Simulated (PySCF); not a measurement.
Ranking problems on computed properties.

Species are written as SMILES; each is one conformer at its optimised geometry, gas phase, non-relativistic unless stated; the electronic structure was computed with PySCF and density fitting.

Dipoles, sizes and rotational constants follow the conformer. The torsions of the flexible species, by atom-mapped SMILES:
- `[CH3:1][O:2][CH2:3][C:4]([OH:5])[C:6]1=[CH:7][CH2:8]1`: C1–O2–C3–C4 76°, O2–C3–C4–O5 34°, C3–C4–C6–C7 -178°, H–O5–C4–C3 -6°
- `[CH2:1][C:2](=[O:3])[CH2:4][C:5](=[O:6])[CH2:7][CH3:8]`: C1–C2–C4–C5 102°, C2–C4–C5–O6 -98°, C4–C5–C7–C8 -168°
- `[CH3:1][CH:2]([CH3:3])[C:4]1[O:5][CH2:6][C:7]1=[O:8]`: C1–C2–C4–O5 -91°
- `[CH3:1][CH2:2]/[C:3]([CH3:4])=[CH:5]/[O:6][C:7]=[O:8]`: C1–C2–C3–C4 71°, C3–C5–O6–C7 178°, C5–O6–C7–O8 0°
- `[CH3:1][CH2:2][CH2:3][O:4][CH2:5][C:6]=[C:7]=[O:8]`: C1–C2–C3–O4 59°, C2–C3–O4–C5 65°, C3–O4–C5–C6 29°, O4–C5–C6–C7 -14°
- `[CH3:1][O:2][C:3](=[O:4])[SiH:5]1[NH:6][SiH2:7][NH:8]1`: C1–O2–C3–O4 0°, O2–C3–Si5–N6 -49°
- `[CH2:1][O:2][C:3](=[O:4])[C:5](=[CH2:6])[CH2:7][CH3:8]`: C1–O2–C3–O4 0°, O2–C3–C5–C6 177°, C3–C5–C7–C8 -77°
- `[CH3:1][O:2][C:3]1=[CH:4][O:5][CH:6][CH2:7][CH2:8]1`: C1–O2–C3–C4 1°
- `[CH2:1]=[C:2][C:3](=[O:4])[O:5][CH2:6][CH2:7][CH3:8]`: C2–C3–O5–C6 -179°, C3–O5–C6–C7 83°, O5–C6–C7–C8 174°

The conformers of `C=C1[CH]C[C@H](F)CO1` [doublet state] aren't listed.

Problem. Rank by smallest rotational constant, lowest first (GFN2-xTB).
A. `COC[C](O)C1=CC1` [radical]
B. `CC(C)[C]1OCC1=O` [radical]
C. `[CH2]C(=O)CC(=O)CC` [radical]
D. `N1[SiH2]N[SiH]1C(OC)=O`
E. `CCCOC[C]=C=O` [radical]
F. `O=[C]O/C=C(\C)CC` [radical]

Solution. D (0.763 GHz), F (0.850 GHz), E (1.021 GHz), A (1.078 GHz), C (1.151 GHz), B (1.308 GHz).

Problem. By how much do the two ends of that ranking differ?

Solution. By 0.545 GHz, between `CC(C)[C]1OCC1=O` [doublet state] and `COC(=O)[SiH]1N[SiH2]N1`.

Problem. Rank by isotropic g value, highest first (unrestricted B3LYP/pcH-1, mean-field spin–orbit at GFN2-xTB geometries).
A. `COC1=CO[CH]CC1` [radical]
B. `C=[C]C(=O)OCCC` [radical]
C. `C=C1[CH]C[C@H](F)CO1` [radical]
D. `[CH2]C(=O)CC(=O)CC` [radical]
E. `CCCOC[C]=C=O` [radical]
F. `[CH2]OC(=O)C(=C)CC` [radical]
G. `CC(C)[C]1OCC1=O` [radical]

Solution. E (2.01085), D (2.00510), G (2.00472), B (2.00350), A (2.00310), F (2.00285), C (2.00255).
